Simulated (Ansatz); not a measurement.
Sr7⁺. Total charge 1; doublet. Geometry r2SCAN/def2-SVP; atoms count from 1.

```xyz
7

Sr    1.979   -1.039    2.558
Sr    0.377    2.615    2.188
Sr    0.742   -2.014   -1.444
Sr   -1.971   -0.697    1.466
Sr   -0.874    1.600   -1.803
Sr   -3.310   -1.748   -2.312
Sr    3.058    1.283   -0.653
```

In the def2 sets Sr takes a core potential; there is no spin–orbit coupling. The charge 1 doublet is spin-contaminated (final ⟨S²⟩ up to 1.99, 0.75 for a pure state). The geometry of the doublet was relaxed on an unsound state (⟨S²⟩ 2.42, where a pure state has 0.75). Another isomer (doublet) lies 0.32 eV lower at PBE0/def2-TZVP; other spin states weren't run for this one.

(1) Estimate the Mulliken populations from the PBE0/def2-TZVP orbitals of Ansatz.

(2) Where does the spin sit?

(3) And the Mayer bond orders between bonded heavy atoms (over 0.3)?

Answers

(1) 
| atom | charge (e) | spin (α − β) |
| --- | --- | --- |
| Sr1 | 0.16 | 0.20 |
| Sr2 | 0.15 | 0.21 |
| Sr3 | 0.11 | 0.21 |
| Sr4 | 0.12 | 0.20 |
| Sr5 | 0.11 | 0.20 |
| Sr6 | 0.19 | -0.07 |
| Sr7 | 0.17 | 0.06 |
Mulliken values and Mayer orders depend strongly on the basis.

(2) Summed by element: Sr 1.00, of 1 unpaired in all. Largest on single atoms: Sr2 0.21, Sr3 0.21, Sr4 0.20.

(3) Sr1–Sr2 0.55 (4.01 Å); Sr1–Sr3 0.37 (4.30 Å); Sr1–Sr4 0.46 (4.11 Å); Sr1–Sr7 0.42 (4.11 Å); Sr2–Sr4 0.46 (4.12 Å); Sr2–Sr5 0.36 (4.30 Å); Sr2–Sr7 0.41 (4.13 Å); Sr3–Sr5 0.41 (3.98 Å); Sr3–Sr6 0.49 (4.15 Å); Sr3–Sr7 0.48 (4.11 Å); Sr4–Sr5 0.32 (4.14 Å); Sr4–Sr6 0.49 (4.14 Å); Sr5–Sr6 0.49 (4.17 Å); Sr5–Sr7 0.48 (4.11 Å).
